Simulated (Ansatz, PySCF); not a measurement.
Caution: the highest occupied level lies above zero, so the state may not be bound. This triplet is an excited state, 0.84 eV above the relaxed singlet at the level frozen-core CCSD(T)/aug-cc-pVDZ // B3LYP-D3(BJ)/def2-TZVPD (Ansatz, a first-principles code).

B3LYP has the VWN-RPA correlation part, as in Gaussian. 

```xyz
7

C     -0.8153     0.0132     0.0145
B      0.5466    -0.7465     0.1715
O      1.8156    -0.3616     0.0488
H     -1.4255    -0.4897    -0.7494
H     -1.3771    -0.0555     0.9572
H     -0.7280     1.0683    -0.2562
H      1.9837     0.5718    -0.1864
```

Charge -1, multiplicity 3.

Task: Give the Mulliken and meta-Löwdin atomic charges from PySCF 2.14.0 with B3LYP-D3(BJ)/def2-TZVPD.

Result: 
| atom | Mulliken (e) | meta-Löwdin (e) |
|---|---|---|
| C1 | -0.52 | -0.58 |
| B2 | -1.85 | -0.28 |
| O3 | 0.51 | -0.66 |
| H4 | 0.30 | 0.10 |
| H5 | 0.30 | 0.10 |
| H6 | 0.25 | 0.09 |
| H7 | 0.01 | 0.23 |
